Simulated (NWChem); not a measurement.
A series in which one site is exchanged, each optimised at PBE0/def2-SVP with NWChem, gas phase unless a solvent is named. All stand in one matching conformer (torsions within 35°), which need not be the lowest. Low-valent species are run as closed-shell singlets; no triplet was tried in these runs. For some, no frequency run checked for a minimum. def2 effective core potentials on Sn, I; no spin-orbit coupling.

A: [I][Sn][OH] (SnHOI; site = I)
B: [OH][SnH] (SnH₂O; site = H)
C: [OH][Sn][F] (SnHOF; site = F)
D: [OH][Sn][Br] (SnHOBr; site = Br)

Values for A:

| Quantity | Result |
|---|---|
| dipole (D), PBE0/def2-SVP | 1.74 |
| orbital gap (eV), PBE0/def2-SVP | 4.61 |
| vertical ionisation energy, ΔSCF, CAM-B3LYP/def2-SVP (eV) | 9.43 |
| lowest singlet excitation, CAM-B3LYP/def2-SVPD, TDA (eV) | 3.68 |

How do these values change for the other members?


```csv
change from A,B,C,D
"dipole (D), PBE0/def2-SVP",-0.51,-0.07,+0.02
"orbital gap (eV), PBE0/def2-SVP",-0.20,+1.15,+0.49
"vertical ionisation energy, ΔSCF, CAM-B3LYP/def2-SVP (eV)",-0.18,+1.11,+0.52
"lowest singlet excitation, CAM-B3LYP/def2-SVPD, TDA (eV)",-0.48,+1.23,+0.50
```
